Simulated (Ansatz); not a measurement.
Program: Ansatz. Geometries: PBE0-D4/def2-TZVP. ΔE: electronic, gas phase. CBS: MP2 limit from def2 TZ/QZ plus the TZ coupled-cluster correction, frozen cores. This one scheme is used for every species. Functionals use def2-TZVPP. B3LYP here is the variant with VWN-RPA as its local correlation; programs differ in this. Triplets are unrestricted, without spin–orbit coupling. For Ge outer-core shells are correlated without core-valence functions, which leaves a few kJ/mol of doubt a bond. Scalar relativity is left out up to krypton. Each species was taken in one conformer, which may not be the lowest.

`[CH3][GeH2][CH]=O` → `O=[CH][GeH3]` + `[CH2]` (triplet)  (formal loss of a carbene)

| level | ΔE (eV) |
| --- | --- |
| B3LYP | 4.68 |
| MP2/CBS(def2) | 5.05 |

(1) What does CCSD(T)/CBS give? (An estimate is asked.)

Largest T1 diagnostic among the species: 0.014.

Results:

(1) The calculation gave: +4.89 eV. The listed levels differ from it by -0.21, 0.16 eV.

From PBE to PBE0 (25 % exact exchange), in def2-TZVPP and without D4, ΔE moves by −0.07 eV. In def2-TZVPP, CCSD(T) changes the Hartree–Fock value by +1.46 eV (the triples alone add +0.12 eV) and MP2 by +1.62 eV. The D4 term adds +0.10 eV with B3LYP and +0.05 eV with PBE0; it sums over pairs of atoms, weighted by their polarisabilities, and B3LYP, whose exchange is more repulsive, gets the larger term.
